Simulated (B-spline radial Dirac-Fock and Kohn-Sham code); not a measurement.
**How core holes in Tm⁺ decay**

System: the Tm⁺ ion, configuration 1s2 2s2 2p6 3s2 3p6 3d10 4s2 4p6 4d10 4f13 5s2 5p6 6s1.

Input file task.json (cfg lists n, l and occupation; rrms is the nuclear radius in fm):

```json
{"items": [{
  "Z": 69,
  "q": 1,
  "cfg": [[1, 0, 2], [2, 0, 2], [2, 1, 6], [3, 0, 2], [3, 1, 6], [3, 2, 10], [4, 0, 2], [4, 1, 6], [4, 2, 10], [4, 3, 13], [5, 0, 2], [5, 1, 6], [6, 0, 1]],
  "A": 169,
  "rrms": 5.2256,
  "do": ["binding", "quiet", "decay"],
  "holes": ["K", "L1", "L2", "L3", "M1", "M2", "M3", "M4", "M5", "N1", "N2", "N3", "N4", "N5"]
}]}
```

Command: `python xray_run.py task.json out`

These are calculated numbers from an atomic code on a B-spline grid; the model is one-electron (LDA, Dirac) transition rates at Dirac-Fock energies.

Partial widths are in eV. Coster-Kronig decay leaves a hole in the same principal shell; its rates are the weakest part of the model, often 1.5 to 2.5 times too large and more for N holes. Holes without an open Auger channel, or with an unreliable SCF state, are not listed.

```
 hole  radiative   Auger  Coster-Kronig  total  fluorescence yield  lifetime (fs)
   1s       27.9    1.47              0   29.3               0.950         0.0224
   2s      0.578    1.81           2.75   5.14               0.112          0.128
2p1/2      0.979    2.69          0.640   4.31               0.227          0.153
2p3/2      0.891    3.31              0   4.20               0.212          0.157
   3s     0.0193   0.849           16.9   17.8             0.00109         0.0370
3p1/2     0.0200   0.935           9.35   10.3             0.00194         0.0639
3p3/2     0.0206    1.09           8.52   9.63             0.00214         0.0684
3d3/2     0.0196    1.34          0.934   2.30             0.00854          0.286
3d5/2     0.0185    1.39              0   1.41              0.0132          0.468
   4s   0.000560  0.0701           13.1   13.2            4.24e-05         0.0499
4p1/2    0.00108  0.0677           12.0   12.1            8.93e-05         0.0546
4p3/2   0.000715  0.0722           9.40   9.47            7.55e-05         0.0695
4d3/2   0.000854  0.0595           5.67   5.73            0.000149          0.115
4d5/2   0.000778  0.0671           5.52   5.58                   ?              ?
```

Problem. What are the fluorescence yield and the lifetime of the 4d5/2 hole?

Solution. The yield is the radiative width over the total, 0.000139, and the lifetime is ħ/Γ = 0.118 fs.
